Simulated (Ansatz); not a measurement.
Consider the ligand exchange at a Ge–O bond: `[NH2][Ge][OH]` + H–F → `[NH2][Ge][F]` + H₂O.

Isolated molecules relaxed with PBE0-D4/def2-TZVP in Ansatz; ΔE leaves out vibrations. CBS: MP2 limit from def2 TZ/QZ plus the TZ coupled-cluster correction, frozen cores. This one scheme is used for every species. DFT in def2-TZVPP. B3LYP here is the variant with VWN-RPA as its local correlation; programs differ in this. For Ge outer-core shells are correlated without core-valence functions, which leaves a few kJ/mol of doubt a bond. Scalar relativity is left out up to krypton. Each species was taken in one conformer, which may not be the lowest.

Task: Is it downhill or uphill in electronic energy at CCSD(T)/CBS, and by how much? (Estimate.)

Result: Computed: Downhill: ΔE = -0.41 eV.

Task: What do these levels give: B97M-V, ωB97X-V, ωB97M-V, r2SCAN, B3LYP, MP2/CBS(def2)? (Estimate.)

Result: Ansatz gave: B97M-V -0.50, ωB97X-V -0.47, ωB97M-V -0.46, r2SCAN -0.47, B3LYP -0.49, MP2/CBS(def2) -0.38 eV.

Task: What do rigid-rotor, harmonic-oscillator terms from PBE0-D4/def2-TZVP frequencies (298.15 K, 1 bar) make of the CCSD(T)/CBS value? (Best estimate.)

Result: Computed: ΔZPE = +0.02 eV, ΔH = -0.39 eV, ΔS = 8 J/(mol·K), ΔG = -0.41 eV.

Largest T1 diagnostic among the species: 0.014.

In def2-TZVPP, CCSD(T) changes the Hartree–Fock value by +0.11 eV (the triples alone add +0.01 eV) and MP2 by +0.14 eV. Leaving LDA and LC-ωPBE aside and taking each functional with its dispersion term where it has one, the values, not all of them listed here, spread over 0.09 eV, from B97M-V to PBE-QIDH. LDA lies +0.05 eV from PBE without D4.
